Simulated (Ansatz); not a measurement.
Consider the substitution at a C–Cl bond: `[AlH2][CH2]Cl` + `CNC` → `CN(C)[CH2][AlH2]` + HCl.

Gas-phase electronic energies from Ansatz, PBE0-D4/def2-TZVP geometries. CCSD(T)/CBS adds triple-zeta CCSD(T) − MP2 to the extrapolated MP2 energy (def2 sets, frozen cores). This one scheme is used for every species. Functionals use def2-TZVPP. HSE06 is defined as in plane-wave codes. Each species was taken in one conformer, which may not be the lowest.

`[AlH2][CH2]Cl`:

Z-matrix (Å, degrees):
```
C
Cl 1 1.792
Al 1 1.969 2 111.8
H 1 1.093 2 107.1 3 -123.2
H 1 1.093 2 107.2 3 123.2
H 3 1.589 1 117.2 2 178.6
H 3 1.580 1 120.8 2 -1.4
```

`CNC`:

Z-matrix (Å, degrees):
```
C
N 1 1.445
H 1 1.094 2 109.4
H 1 1.092 2 110.0 3 117.9
H 1 1.104 2 114.0 3 -120.2
C 2 1.445 1 112.8 3 65.3
H 2 1.011 1 109.8 3 -171.9
H 6 1.104 2 114.0 1 54.9
H 6 1.094 2 109.4 1 -65.3
H 6 1.092 2 110.0 1 176.8
```

`CN(C)[CH2][AlH2]`:

Cartesian coordinates in Å:
```
C -1.396 -0.352 -0.097
N -0.152 -0.089 0.581
C -0.322 0.927 1.594
C 0.907 0.247 -0.353
Al 1.421 -1.184 -1.601
H -1.768 0.523 -0.665
H -2.166 -0.635 0.624
H -1.276 -1.186 -0.796
H -0.619 1.904 1.169
H 0.613 1.068 2.139
H -1.090 0.619 2.309
H 0.696 1.189 -0.905
H 1.822 0.467 0.217
H 0.766 -2.631 -1.558
H 2.566 -0.867 -2.658
```

HCl:

Z-matrix (Å, degrees):
```
Cl
H 1 1.279
```

```json
{"level": "BLYP-D4", "ΔE (kJ/mol)": "0.6"}
{"level": "PBE0-D4", "ΔE (kJ/mol)": "-0.8"}
{"level": "HSE06-D4", "ΔE (kJ/mol)": "-0.3"}
{"level": "revPBE", "ΔE (kJ/mol)": "13.8"}
{"level": "LC-ωPBE", "ΔE (kJ/mol)": "2.5"}
{"level": "MP2/def2-TZVPP", "ΔE (kJ/mol)": "-8.2"}
{"level": "CCSD/def2-TZVPP", "ΔE (kJ/mol)": "-3.8"}
{"level": "MP2/CBS(def2)", "ΔE (kJ/mol)": "-3.7"}
```

What does CCSD(T)/CBS give? (Estimate.)

Ansatz gave: -1.9 kJ/mol. The listed levels differ from it by 2.5, 1.1, 1.6, 15.7, 4.4, -6.3, -1.9, -1.8 kJ/mol.

Largest T1 diagnostic among the species: 0.010.

The D4 term adds −9.8 kJ/mol with B3LYP and −5.7 kJ/mol with PBE0; it sums over pairs of atoms, weighted by their polarisabilities, and B3LYP, whose exchange is more repulsive, gets the larger term. Leaving LDA and LC-ωPBE aside and taking each functional with its dispersion term where it has one, the values, not all of them listed here, spread over 7.9 kJ/mol, from revPBE-D4 to B2PLYP. LDA lies −21.4 kJ/mol from PBE without D4.

B3LYP here is the variant with VWN-RPA as its local correlation; programs differ in this.
